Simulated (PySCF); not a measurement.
## Core-level binding energies of `NC(=O)[SiH]1N[SiH2]N[SiH2]N1`

CH10N4OSi3.
Z-matrix (Å and degrees, PBE0-D3(BJ)/def2-SVP geometry), rows numbered from 1:
```
N 
C   1  1.3536
O   2  1.2226  1  123.86
Si  2  1.9182  1  117.48  3   179.41
N   4  1.7428  2  113.24  1   -22.31
Si  5  1.7547  4  117.58  2   -98.16
N   6  1.7426  5  110.98  4   -49.15
Si  7  1.7407  6  121.39  5    47.66
N   4  1.7346  2  101.58  1  -137.16
H   1  1.0120  2  119.59  3  -169.86
H   1  1.0149  2  119.49  3    -4.21
H   4  1.4955  2  109.23  1    98.91
H   5  1.0160  4  117.12  2   115.54
H   6  1.4912  5  107.48  4    72.44
H   6  1.4927  5  108.73  4  -168.15
H   7  1.0147  6  118.11  5  -118.79
H   8  1.4984  7  108.21  6  -132.25
H   8  1.4959  7  115.21  6   107.68
H   9  1.0200  4  111.76  2   -23.61
```

Level of theory: delta-SCF UKS SCAN, pcX-2 on the ionised atom, pcseg-1 elsewhere, spin-free X2C in PySCF 2.14.0. Vertical ΔSCF values, vacuum level as zero.

Task: List the computed XPS lines with their assignment.

Result: 
```json
{"atom(s)": "N1", "environment": "nitrogen bound to a carbonyl carbon", "level": "N 1s", "binding energy (eV)": "405.85", "2p1/2 (eV)": "–", "above the level's lowest (eV)": "+1.84", "count": "1"}
{"atom(s)": "C2", "environment": "carbonyl carbon", "level": "C 1s", "binding energy (eV)": "292.97", "2p1/2 (eV)": "–", "above the level's lowest (eV)": "0.00", "count": "1"}
{"atom(s)": "O3", "environment": "carbonyl oxygen", "level": "O 1s", "binding energy (eV)": "536.80", "2p1/2 (eV)": "–", "above the level's lowest (eV)": "0.00", "count": "1"}
{"atom(s)": "Si4", "environment": "SiH silicon", "level": "Si 2p3/2", "binding energy (eV)": "107.02", "2p1/2 (eV)": "107.64", "above the level's lowest (eV)": "0.00", "count": "1"}
{"atom(s)": "Si4", "environment": "SiH silicon", "level": "Si 1s", "binding energy (eV)": "1846.98", "2p1/2 (eV)": "–", "above the level's lowest (eV)": "0.00", "count": "1"}
{"atom(s)": "N5", "environment": "nitrogen bridging silicon atoms", "level": "N 1s", "binding energy (eV)": "404.12", "2p1/2 (eV)": "–", "above the level's lowest (eV)": "+0.11", "count": "1"}
{"atom(s)": "Si6/Si8", "environment": "SiH2 silicon", "level": "Si 2p3/2", "binding energy (eV)": "107.15", "2p1/2 (eV)": "107.78", "above the level's lowest (eV)": "+0.13", "count": "2"}
{"atom(s)": "Si6/Si8", "environment": "SiH2 silicon", "level": "Si 1s", "binding energy (eV)": "1847.15", "2p1/2 (eV)": "–", "above the level's lowest (eV)": "+0.17", "count": "2"}
{"atom(s)": "N7", "environment": "nitrogen bridging silicon atoms", "level": "N 1s", "binding energy (eV)": "404.01", "2p1/2 (eV)": "–", "above the level's lowest (eV)": "0.00", "count": "1"}
```

The listed N 1s values span 1.84 eV, from N7 (bonded to H and 2 Si) to N1 (bonded to C and 2 H). Summing the Pauling electronegativity differences to the bonded atoms, each weighted by its formal bond order, gives -3.12 for the lowest site and -2.17 for the highest; no listed site has a larger sum than the highest.

The 2 Si 1s values lie within 0.17 eV of each other; Gaussian lines of 0.5 eV full width would blend them into one maximum.

The 2 Si 2p3/2 values lie within 0.13 eV of each other.

Task: Which photon energy gives electrons from O 1s of O3 a kinetic energy of 100 eV, and what is their de Broglie wavelength?

Result: hν = 536.80 + 100 = 636.80 eV, recoil neglected; λ = 12.264 Å/√(E/eV) = 1.23 Å.

Task: Express the binding energy of O 1s of O3 in atomic units and per mole.

Result: 536.80 eV = 19.7270 Eh = 51793 kJ/mol.

One atom of each set of topologically equivalent atoms was ionised and stands for the set; in this conformer not all members are related by symmetry, and their own values weren't computed. The list is incomplete; no value stands for N 1s of N9. The 2p values add to the ΔSCF energy of one spin-free hole a correction within the shell (spin–orbit coupling, ligand field). 2p1/2 minus 2p3/2 (ligand field included): Si 0.63 eV. Isolated species at its PBE0-D3(BJ)/def2-SVP geometry (one conformer only).
